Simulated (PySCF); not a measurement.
# Cr(10+): ionisation energy

Cr(10+) [Ne] 3s2 3p2 (3P) → Cr(11+) [Ne] 3s2 3p1 (2P), as a difference of total energies. Calculation: PySCF 2.14, in an even-tempered Gaussian basis (19 s from 0.49 bohr⁻², ratio 2.5; 12 p from 0.64 bohr⁻², ratio 2.5; 5 d from 3.8 bohr⁻², ratio 2.7; 4 f from 5.7 bohr⁻², ratio 2.7); scalar relativity by spin-free X2C-1e. Correlated levels: outer shells: 1s2 frozen; virtual orbitals above 40 to 60 times the deepest correlated orbital energy dropped. The calculations carry no spin-orbit coupling.

```json
{"method": "UHF", "ionisation energy (eV)": "268.73"}
{"method": "LDA", "ionisation energy (eV)": "269.81"}
{"method": "PBE", "ionisation energy (eV)": "269.76"}
{"method": "PBE0", "ionisation energy (eV)": "269.78"}
{"method": "r2SCAN", "ionisation energy (eV)": "270.06"}
{"method": "revPBE", "ionisation energy (eV)": "269.73"}
{"method": "M06-2X", "ionisation energy (eV)": "269.72"}
{"method": "MP2 (outer shells)", "ionisation energy (eV)": "269.31"}
{"method": "SCS-MP2 (outer shells)", "ionisation energy (eV)": "269.17"}
```

**Question.** How much does correlation contribute at MP2 (outer shells)?

**Answer.** 269.31 − (268.73) = 0.58 eV, measured against UHF.

A first-order spin-orbit estimate (lowest level to lowest level, LS coupling) adds -0.047 eV.

For comparison: 270.8 ± 0.5 eV (semi-empirical (NIST evaluation); NIST Atomic Spectra Database, ionization energies).
